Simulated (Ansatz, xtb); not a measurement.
**C3H3FN2S: which of two isomers lies lower**

We compare I, `Nc1cnc(F)s1`, a singlet, with II, `Cc1nsc(F)n1`, a singlet. Both are isolated molecules in the gas phase, relaxed with r2SCAN-D4/def2-SVP; the shapes shown needn't be the lowest conformers.

I (Å):

```xyz
10

C    -0.8281   -0.9246   -0.8687
C     0.2242   -0.3578   -0.1850
C    -1.1062    1.3671   -0.1140
F    -1.5866    2.5626    0.1758
N    -0.9238   -2.1541   -1.4978
N     0.0482    0.9429    0.2312
S    -2.1254    0.2544   -1.0128
H    -0.1148   -2.7447   -1.3260
H    -1.7850   -2.6638   -1.3159
H     1.1609   -0.8756    0.0340
```

II (Å):

```xyz
10

C    -0.8785   -1.9674   -1.2276
C    -0.5397   -0.6470   -0.6266
C    -0.9780    1.3499    0.0603
F    -1.6302    2.4517    0.3436
N     0.6923   -0.3813   -0.2339
N    -1.5175    0.3090   -0.4770
S     0.7204    1.1755    0.3880
H     0.0143   -2.6025   -1.2695
H    -1.6598   -2.4650   -0.6323
H    -1.2827   -1.8288   -2.2424
```

Quicker runs give these differences E(II) − E(I): GFN2-xTB −11.2 kcal/mol; HF/STO-3G −13.4 kcal/mol (at GFN2-xTB geometries); r2SCAN-D4/def2-SVP//GFN2-xTB −3.5 kcal/mol.

**Question.** Estimate E(II) − E(I) at the level CCSD(T)/def2-SVP + ΔMP2/def2-TZVPP.

**Answer.** Calculated at CCSD(T)/def2-SVP + ΔMP2/def2-TZVPP: E(II) − E(I) = −9.0 kcal/mol, so structure II lies lower.

The same difference at several levels:

```json
{"level": "GFN2-xTB", "geometry": "GFN2-xTB", "E(II) − E(I) (kcal/mol)": "−11.2", "departure from the last row (kcal/mol)": "−2.2", "job, with rough time for the two": "optimisation, 0.19 s"}
{"level": "HF/STO-3G", "geometry": "GFN2-xTB", "E(II) − E(I) (kcal/mol)": "−13.4", "departure from the last row (kcal/mol)": "−4.4", "job, with rough time for the two": "single point, 0.61 s"}
{"level": "r2SCAN-D4/def2-SVP//GFN2-xTB", "geometry": "GFN2-xTB", "E(II) − E(I) (kcal/mol)": "−3.5", "departure from the last row (kcal/mol)": "+5.5", "job, with rough time for the two": "single point, 3.6 s"}
{"level": "r2SCAN-D4/def2-SVP", "geometry": "r2SCAN-D4/def2-SVP", "E(II) − E(I) (kcal/mol)": "−4.7", "departure from the last row (kcal/mol)": "+4.3", "job, with rough time for the two": "optimisation, 1.8 min"}
{"level": "HF/def2-SVP", "geometry": "r2SCAN-D4/def2-SVP", "E(II) − E(I) (kcal/mol)": "−5.6", "departure from the last row (kcal/mol)": "+3.4", "job, with rough time for the two": "part of the CCSD(T) run"}
{"level": "MP2/def2-SVP", "geometry": "r2SCAN-D4/def2-SVP", "E(II) − E(I) (kcal/mol)": "−5.7", "departure from the last row (kcal/mol)": "+3.3", "job, with rough time for the two": "part of the CCSD(T) run"}
{"level": "CCSD(T)/def2-SVP", "geometry": "r2SCAN-D4/def2-SVP", "E(II) − E(I) (kcal/mol)": "−7.1", "departure from the last row (kcal/mol)": "+1.9", "job, with rough time for the two": "single point"}
{"level": "CCSD(T)/def2-SVP + ΔMP2/def2-TZVPP", "geometry": "r2SCAN-D4/def2-SVP", "E(II) − E(I) (kcal/mol)": "−9.0", "departure from the last row (kcal/mol)": "", "job, with rough time for the two": "single point, 52 s"}
```

As drawn, II has 1 C–C, 1 C∷N, 1 N∷S, 2 C–H in place of 1 C–N, 1 C∷C, 1 C∷S, 2 N–H (∷ is an aromatic bond).

None of the levels shown reverses the order. The largest departure from CCSD(T)/def2-SVP + ΔMP2/def2-TZVPP is that of r2SCAN-D4/def2-SVP//GFN2-xTB, 5.5 kcal/mol. The last row adds to CCSD(T) the change of the MP2 difference between the two basis sets, here −1.9 kcal/mol.

With thermal terms from frequencies at re-optimised GFN2-xTB minima (ideal gas, soft modes damped towards free rotors, one conformer each, 298.15 K, 1 atm): on the last row, ΔE + ΔZPE = −8.9, ΔH = −8.9, ΔG = −9.3 kcal/mol.

The correlated steps freeze 11 core orbitals. Codes used: Ansatz 0.2.0, xtb 6.7.1; the last row on 2 threads of Intel(R) Xeon(R) Processor @ 2.70GHz on a shared host.
